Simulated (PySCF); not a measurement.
Gas-phase thermal properties of CdBr₂

Energies from PySCF, thermal terms from the rigid-rotor harmonic-oscillator model, ideal gas at 1 bar. All species are closed-shell singlets. Cd: scalar-relativistic def2 core potential, no spin-orbit coupling. Br: all electrons, no relativistic terms. The harmonic model lacks anharmonicity and excited electronic states, which grow with temperature; levels with a mode under 35 cm⁻¹ are left out. Soft modes under 120 cm⁻¹ make the harmonic entropy rough for CdBr₂.

```csv
level,point group,σ,ZPE (kJ/mol),S°298 (J/mol/K),Cp298 (J/mol/K),S°1000 (J/mol/K),H1000 − H298 (kJ/mol)
PBE/def2-SVP,D∞h,2,3.8,310.3,60.2,384.7,43.3
PBE0/def2-TZVP,D∞h,2,3.8,310.2,60.2,384.6,43.3
```
σ: rotational symmetry number. Electronic degeneracy used: 1. Frequencies are unscaled.
